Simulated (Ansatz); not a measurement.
Reaction (formal exchange of groups at the Si–Si bond): `OCO[SiH2][SiH3]` + CH₄ → `C[SiH2]OCO` + SiH₄

Isolated molecules relaxed with PBE0-D4/def2-TZVP in Ansatz; ΔE leaves out vibrations. CCSD(T)/CBS adds triple-zeta CCSD(T) − MP2 to the extrapolated MP2 energy (def2 sets, frozen cores). This one scheme is used for every species. DFT in def2-TZVPP. One conformer a species, not always the lowest.

CCSD(T)/CBS gives -15.0 kJ/mol.

(1) Another level gave -4.9 kJ/mol. Which?
A. ωB97X-V/def2-TZVPP
B. r2SCAN/def2-TZVPP
C. PBE0-D4/def2-TZVPP
D. MP2/def2-TZVPP

Largest T1 diagnostic among the species: 0.012.

Answers

(1) C. PBE0-D4 -4.9, ωB97X-V -14.6, r2SCAN -10.3, MP2/def2-TZVPP -22.0 kJ/mol.

From PBE to PBE0 (25 % exact exchange), in def2-TZVPP and without D4, ΔE moves by −4.6 kJ/mol.

CCSD(T)/CBS has its own doubt, a few kJ/mol and more with outer-core shells, so smaller differences from it don't rank the levels.
